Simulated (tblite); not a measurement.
Species: C₆H₁₄BClSi.
Numbering: `[CH3:1][B:2]([CH3:3])[Si@@H:4]([Cl:5])[CH2:6][CH:7]1[CH2:8][CH2:9]1` (hydrogens: H10, H11, H12 on C1; H13, H14, H15 on C3; H16 on Si4; H17, H18 on C6; H19 on C7; H20, H21 on C8; H22, H23 on C9)

Computed with GFN2-xTB (tblite), gas phase: L-BFGS steps from a force-field or distance-geometry start until the largest atomic force falls under 0.01 eV/Å.

Step 11: E = -748.1368 eV
```
atom  x, y, z in Å  |  force x, y, z in eV/Å
C1     -2.3944   -1.3521   -0.6796   -0.031   0.040  -0.002
B2     -1.9366    0.0077   -0.0354    0.055  -0.013   0.073
C3     -2.4688    1.3892   -0.5586   -0.031  -0.016  -0.015
Si4    -0.6008    0.0097    1.4129    0.012   0.023  -0.007
Cl5    -1.2462   -1.0708    3.0447    0.046   0.020  -0.018
C6      1.0165   -0.8221    0.7965   -0.078  -0.015   0.093
C7      1.6195   -0.0571   -0.3550   -0.001  -0.057   0.095
C8      2.5339    1.0899   -0.0538   -0.070   0.024   0.001
C9      3.0889   -0.1819   -0.6187   -0.010  -0.044  -0.038
H10    -1.5369   -1.8933   -1.0823   -0.012   0.001   0.005
H11    -2.8141   -2.0106    0.0825    0.001   0.001  -0.030
H12    -3.1261   -1.2545   -1.4788   -0.015  -0.027  -0.002
H13    -2.9211    1.9468    0.2630   -0.013   0.018  -0.062
H14    -1.6352    2.0066   -0.8962   -0.034   0.012  -0.008
H15    -3.1929    1.3298   -1.3677   -0.011   0.038  -0.008
H16    -0.2173    1.3262    1.9714    0.005  -0.104   0.031
H17     0.7965   -1.8461    0.4782    0.039   0.033   0.014
H18     1.7519   -0.8952    1.6005   -0.040  -0.013  -0.030
H19     0.9534    0.0385   -1.2071    0.098   0.016   0.000
H20     2.7222    1.3201    0.9830    0.042  -0.040   0.032
H21     2.5007    1.9662   -0.6803    0.012   0.022  -0.089
H22     3.6614   -0.8284    0.0275    0.026   0.016   0.076
H23     3.4406   -0.1914   -1.6366    0.012   0.065  -0.110
```

Step 12: E = -748.1399 eV
```
atom  x, y, z in Å  |  force x, y, z in eV/Å
C1     -2.3959   -1.3519   -0.6799   -0.061   0.021  -0.020
B2     -1.9375    0.0088   -0.0364    0.026  -0.023   0.057
C3     -2.4709    1.3898   -0.5599   -0.061   0.023  -0.036
Si4    -0.5993    0.0095    1.4102   -0.021   0.040   0.044
Cl5    -1.2399   -1.0678    3.0468    0.034   0.008  -0.025
C6      1.0172   -0.8209    0.7996   -0.035  -0.048   0.064
C7      1.6221   -0.0597   -0.3528    0.001  -0.017   0.095
C8      2.5337    1.0895   -0.0544   -0.052   0.039   0.003
C9      3.0914   -0.1802   -0.6190   -0.035  -0.073  -0.043
H10    -1.5387   -1.8921   -1.0836    0.006  -0.007   0.012
H11    -2.8174   -2.0124    0.0797    0.021   0.011  -0.014
H12    -3.1282   -1.2604   -1.4800   -0.003   0.008   0.008
H13    -2.9265    1.9498    0.2590    0.017   0.006  -0.055
H14    -1.6375    2.0063   -0.8994   -0.024   0.018   0.010
H15    -3.1952    1.3367   -1.3701    0.000  -0.004   0.001
H16    -0.2129    1.3184    1.9826    0.002  -0.079   0.010
H17     0.7966   -1.8433    0.4795    0.029  -0.007   0.011
H18     1.7515   -0.8984    1.6044   -0.042   0.003  -0.034
H19     0.9576    0.0376   -1.2044    0.065   0.004  -0.026
H20     2.7247    1.3178    0.9816    0.042  -0.016   0.047
H21     2.4994    1.9638   -0.6833    0.006   0.039  -0.077
H22     3.6630   -0.8250    0.0284    0.057   0.002   0.072
H23     3.4379   -0.1891   -1.6386    0.028   0.052  -0.103
```

Step 13: E = -748.1419 eV
```
atom  x, y, z in Å  |  force x, y, z in eV/Å
C1     -2.3977   -1.3514   -0.6803   -0.050   0.004  -0.022
B2     -1.9379    0.0093   -0.0362   -0.016  -0.012   0.019
C3     -2.4731    1.3903   -0.5613   -0.052   0.032  -0.037
Si4    -0.5986    0.0101    1.4090   -0.043   0.026   0.063
Cl5    -1.2348   -1.0654    3.0478    0.019  -0.008  -0.019
C6      1.0169   -0.8207    0.8028    0.001  -0.052   0.015
C7      1.6238   -0.0618   -0.3497    0.001   0.017   0.056
C8      2.5328    1.0898   -0.0548   -0.010   0.027   0.000
C9      3.0926   -0.1802   -0.6199   -0.036  -0.058  -0.026
H10    -1.5401   -1.8913   -1.0842    0.009  -0.006   0.016
H11    -2.8194   -2.0135    0.0775    0.027   0.013   0.002
H12    -3.1300   -1.2644   -1.4810   -0.001   0.036   0.009
H13    -2.9301    1.9521    0.2551    0.025   0.005  -0.036
H14    -1.6397    2.0064   -0.9015   -0.016   0.020   0.017
H15    -3.1970    1.3415   -1.3721    0.001  -0.036  -0.002
H16    -0.2097    1.3115    1.9909    0.006  -0.036   0.005
H17     0.7972   -1.8415    0.4806    0.014  -0.044   0.009
H18     1.7506   -0.9006    1.6068   -0.030   0.010  -0.010
H19     0.9618    0.0370   -1.2027    0.037  -0.008  -0.030
H20     2.7272    1.3161    0.9814    0.038   0.002   0.027
H21     2.4986    1.9629   -0.6867   -0.002   0.023  -0.043
H22     3.6653   -0.8224    0.0301    0.060   0.013   0.037
H23     3.4366   -0.1865   -1.6417    0.019   0.033  -0.050
```

Question: Estimate the geometry and energy of step 14. (The exact step hangs on the optimiser's Hessian estimate; all steps are aligned on step 13, rigid shifts and turns removed.)

Answer: E = -748.1429 eV, largest force 0.062 eV/Å
```
atom  x, y, z in Å  |  force x, y, z in eV/Å
C1     -2.3991   -1.3511   -0.6808   -0.020   0.000  -0.011
B2     -1.9385    0.0095   -0.0357   -0.039   0.004  -0.007
C3     -2.4747    1.3908   -0.5625   -0.023   0.017  -0.025
Si4    -0.5989    0.0107    1.4096   -0.044   0.000   0.044
Cl5    -1.2321   -1.0645    3.0479    0.008  -0.021  -0.004
C6      1.0163   -0.8215    0.8046    0.005  -0.034  -0.016
C7      1.6243   -0.0626   -0.3473   -0.001   0.024   0.014
C8      2.5321    1.0904   -0.0550    0.022   0.005  -0.004
C9      3.0926   -0.1813   -0.6208   -0.019  -0.022  -0.005
H10    -1.5408   -1.8910   -1.0841    0.003   0.001   0.016
H11    -2.8198   -2.0139    0.0766    0.021   0.009   0.011
H12    -3.1310   -1.2655   -1.4815   -0.006   0.045   0.003
H13    -2.9314    1.9534    0.2528    0.016   0.011  -0.017
H14    -1.6410    2.0068   -0.9021   -0.011   0.019   0.014
H15    -3.1981    1.3431   -1.3733   -0.006  -0.047  -0.012
H16    -0.2081    1.3076    1.9949    0.012  -0.002   0.010
H17     0.7978   -1.8417    0.4812    0.005  -0.057   0.008
H18     1.7497   -0.9015    1.6077   -0.017   0.009   0.013
H19     0.9646    0.0365   -1.2022    0.022  -0.014  -0.021
H20     2.7291    1.3154    0.9818    0.033   0.009  -0.003
H21     2.4982    1.9630   -0.6891   -0.007  -0.002  -0.012
H22     3.6675   -0.8210    0.0316    0.045   0.029   0.001
H23     3.4364   -0.1848   -1.6442    0.002   0.016   0.001
```

The energy changes by -0.0010 eV. The first-order estimate −F·Δx gives -0.0015 eV and the mean of the old and new forces, exact on a quadratic surface, -0.0010 eV. The step makes an angle of 56° with the force vector and moves no atom by more than 0.006 Å.

What follows is the cost of the whole relaxation. Time: 2.9 s wall. Hardware: one thread, Arm Neoverse N1 (aarch64), on a shared host.
